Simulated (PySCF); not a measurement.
Compound: C6H10FOP.
Atom-mapped SMILES: `[CH3:1][C:2]([CH3:3])([CH3:4])[P@@:5]1(=[O:6])[CH:7]=[C:8]1[F:9]` (hydrogens: H10, H11, H12 on C1; H13, H14, H15 on C3; H16, H17, H18 on C4; H19 on C7)

The same species was optimised twice, with GFN2-xTB and with PBE0-D3(BJ)/def2-SVP (PySCF), and the same property calculations (PySCF, gas phase) were run on both structures.

```json
{"coordinate": "P5–C8 (Å)", "GFN2-xTB": "1.804", "PBE0-D3(BJ)/def2-SVP": "1.762", "change": "-0.042"}
{"coordinate": "P5–C7 (Å)", "GFN2-xTB": "1.822", "PBE0-D3(BJ)/def2-SVP": "1.787", "change": "-0.035"}
{"coordinate": "P5=O6 (Å)", "GFN2-xTB": "1.463", "PBE0-D3(BJ)/def2-SVP": "1.491", "change": "+0.028"}
{"coordinate": "C8–F9 (Å)", "GFN2-xTB": "1.328", "PBE0-D3(BJ)/def2-SVP": "1.308", "change": "-0.020"}
{"coordinate": "C2–P5 (Å)", "GFN2-xTB": "1.860", "PBE0-D3(BJ)/def2-SVP": "1.846", "change": "-0.014"}
{"coordinate": "C2–C3 (Å)", "GFN2-xTB": "1.524", "PBE0-D3(BJ)/def2-SVP": "1.532", "change": "+0.008"}
{"coordinate": "C1–C2 (Å)", "GFN2-xTB": "1.524", "PBE0-D3(BJ)/def2-SVP": "1.532", "change": "+0.008"}
{"coordinate": "C7=C8 (Å)", "GFN2-xTB": "1.338", "PBE0-D3(BJ)/def2-SVP": "1.332", "change": "-0.006"}
{"coordinate": "C2–C4 (Å)", "GFN2-xTB": "1.518", "PBE0-D3(BJ)/def2-SVP": "1.523", "change": "+0.005"}
{"coordinate": "C2–P5–O6 (°)", "GFN2-xTB": "116.9", "PBE0-D3(BJ)/def2-SVP": "112.2", "change": "-4.7"}
{"coordinate": "O6–P5–C8 (°)", "GFN2-xTB": "123.9", "PBE0-D3(BJ)/def2-SVP": "128.6", "change": "+4.7"}
{"coordinate": "O6–P5–C7 (°)", "GFN2-xTB": "123.8", "PBE0-D3(BJ)/def2-SVP": "127.1", "change": "+3.3"}
{"coordinate": "C7–C8–F9 (°)", "GFN2-xTB": "135.5", "PBE0-D3(BJ)/def2-SVP": "137.4", "change": "+1.9"}
{"coordinate": "P5–C8–F9 (°)", "GFN2-xTB": "155.0", "PBE0-D3(BJ)/def2-SVP": "153.4", "change": "-1.6"}
{"coordinate": "C1–C2–C3 (°)", "GFN2-xTB": "111.4", "PBE0-D3(BJ)/def2-SVP": "110.3", "change": "-1.1"}
{"coordinate": "C4–C2–P5 (°)", "GFN2-xTB": "110.4", "PBE0-D3(BJ)/def2-SVP": "111.4", "change": "+1.0"}
{"coordinate": "C3–C2–P5 (°)", "GFN2-xTB": "105.1", "PBE0-D3(BJ)/def2-SVP": "106.0", "change": "+0.9"}
{"coordinate": "C1–C2–P5–O6 (°)", "GFN2-xTB": "58", "PBE0-D3(BJ)/def2-SVP": "58", "change": "0"}
```

Rotational constants: A = 2048, B = 1066, C = 929.8 MHz (GFN2-xTB) against A = 2046, B = 1081, C = 942.9 MHz (PBE0-D3(BJ)/def2-SVP). Point groups within 0.08 Å: C1 and C1.

On the GFN2-xTB structure: HOMO (eV) -7.83 [PBE0/pcSseg-1]; LUMO (eV) -0.39 [PBE0/pcSseg-1]; dipole (D) 3.94 [PBE0/pcSseg-1]; GIAO shielding of C1/C3/C4 (mean) (ppm) 159.9 [PBE0/pcSseg-1]; GIAO shielding of C2 (ppm) 142.6 [PBE0/pcSseg-1]; GIAO shielding of P5 (ppm) 348.4 [PBE0/pcSseg-1]; GIAO shielding of O6 (ppm) 198.1 [PBE0/pcSseg-1]; GIAO shielding of C7 (ppm) 55.4 [PBE0/pcSseg-1]; GIAO shielding of C8 (ppm) -5.3 [PBE0/pcSseg-1]; GIAO shielding of F9 (ppm) 233.7 [PBE0/pcSseg-1].

**Question.** What do these properties become on the PBE0-D3(BJ)/def2-SVP structure?

**Answer.** 
| property | level | on GFN2-xTB | on PBE0-D3(BJ)/def2-SVP | change |
| --- | --- | --- | --- | --- |
| HOMO (eV) | PBE0/pcSseg-1 | -7.83 | -7.82 | +0.01 |
| LUMO (eV) | PBE0/pcSseg-1 | -0.39 | -0.52 | -0.13 |
| dipole (D) | PBE0/pcSseg-1 | 3.94 | 3.86 | -0.08 |
| energy, GFN2-xTB geometry as zero (kcal/mol) | PBE0/pcSseg-1 | 0.0 | -2.8 | -2.8 |
| GIAO shielding of C1/C3/C4 (mean) (ppm) | PBE0/pcSseg-1 | 159.9 | 156.9 | -3.0 |
| GIAO shielding of C2 (ppm) | PBE0/pcSseg-1 | 142.6 | 144.9 | +2.3 |
| GIAO shielding of P5 (ppm) | PBE0/pcSseg-1 | 348.4 | 353.0 | +4.6 |
| GIAO shielding of O6 (ppm) | PBE0/pcSseg-1 | 198.1 | 202.3 | +4.2 |
| GIAO shielding of C7 (ppm) | PBE0/pcSseg-1 | 55.4 | 59.4 | +4.0 |
| GIAO shielding of C8 (ppm) | PBE0/pcSseg-1 | -5.3 | 2.5 | +7.8 |
| GIAO shielding of F9 (ppm) | PBE0/pcSseg-1 | 233.7 | 242.9 | +9.2 |

The heavy atoms differ by 0.038 Å rms after alignment. Among bonds between heavy atoms P5–C8 changes most (-0.042 Å). Changes are differences of the printed values. Neither structure is proved a minimum here.

The values belong to the conformer `[CH3:1][C:2]([CH3:3])([CH3:4])[P@@:5]1(=[O:6])[CH:7]=[C:8]1[F:9]`: C1–C2–P5–O6 58°.
